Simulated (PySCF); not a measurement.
An element was calculated at UHF (PySCF 2.14, spin-free X2C, a quadruple-zeta basis, no spin-orbit coupling), in the ground configurations that NIST lists.

* first ionisation energy: 9.407 eV
* second ionisation energy: 17.979 eV
* third ionisation energy: 27.491 eV

**Question.** Which element is it?

**Answer.** Arsenic (As, Z = 33), in x2c-QZVPPall. NIST lists 9.789, 18.589, 28.349 ± 0.012 eV for these ionisation energies.
